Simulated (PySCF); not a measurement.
C8H8F (charge +1).
Geometry (GFN2-xTB, Å), atoms numbered from 1 in this order:
```xyz
17
C8H8F angstrom
C      2.7087    0.9502    0.8686
C      2.0337    0.0629    0.1428
C      0.5833   -0.0103    0.0187
C      0.0014   -0.9926   -0.7780
F      0.7516   -1.8582   -1.4211
C     -1.4395   -1.1453   -0.9647
C     -2.2703   -0.1808   -0.2483
C     -1.6988    0.7825    0.5324
C     -0.3085    0.8660    0.6631
H      2.2449    1.7250    1.4547
H      3.7837    0.9232    0.8966
H      2.5757   -0.6855   -0.4185
H     -1.6770   -1.1315   -2.0434
H     -1.7396   -2.1771   -0.7089
H     -3.3423   -0.2534   -0.3555
H     -2.3162    1.4940    1.0602
H      0.1021    1.6431    1.2913
```

The closed-shell SCF was solved with PySCF and density fitting under several settings on one GFN2-xTB geometry (grid level 2 and gas phase unless stated).

| settings | basis functions | SCF cycles | E (Eh) | HOMO (eV) | LUMO (eV) |
| --- | --- | --- | --- | --- | --- |
| PBE0/pcSseg-1 | 193 | 14 | -408.6687 | -11.60 | -8.45 |
| B97-2/pcSseg-1, energy threshold 1e-06 Eh, start guess vsap | 193 | 11 | -409.0002 | -11.36 | -8.48 |

Question: Estimate the row for these settings: PBE0/def2-SVPD, level shift 0.1 Eh, start guess sap.

Answer: 
| settings | basis functions | SCF cycles | E (Eh) | HOMO (eV) | LUMO (eV) |
| --- | --- | --- | --- | --- | --- |
| PBE0/def2-SVPD, level shift 0.1 Eh, start guess sap | 247 | 21 | -408.4404 | -11.60 | -8.41 |

Question: Over all rows, what range does the HOMO–LUMO gap span?

Answer: From 2.88 eV (B97-2/pcSseg-1, energy threshold 1e-06 Eh, start guess vsap) to 3.19 eV (PBE0/def2-SVPD, level shift 0.1 Eh, start guess sap). The functional of the narrowest has 21 % exact exchange, that of the widest 25 % exact exchange.

Question: Compare two rows with the functional PBE0: PBE0/pcSseg-1 and PBE0/def2-SVPD, level shift 0.1 Eh, start guess sap. Which energy is lower, and by how much?

Answer: PBE0/pcSseg-1 (193 functions) lies 0.2283 Eh or 143 kcal/mol below PBE0/def2-SVPD, level shift 0.1 Eh, start guess sap (247 functions). The smaller set gives the lower energy; the two sets aren't nested, so the variational bound doesn't order them by size.

Whole jobs, the steps after the SCF included, on one thread of an Arm Neoverse V1, no GPU, shared host:

| settings | work after the SCF | wall time | peak memory |
| --- | --- | --- | --- |
| PBE0/pcSseg-1 | shieldings, ring-centre shieldings, charges and field gradients | 32 s | 1.0 GiB |
| B97-2/pcSseg-1, energy threshold 1e-06 Eh, start guess vsap | shieldings, ring-centre shieldings | 29 s | 1.1 GiB |
| PBE0/def2-SVPD, level shift 0.1 Eh, start guess sap | 1 singlet by full TDDFT, polarisability | 56 s | 0.97 GiB |

Cycle counts include a coarse-grid stage where the run had one.

One conformer stands for the species.
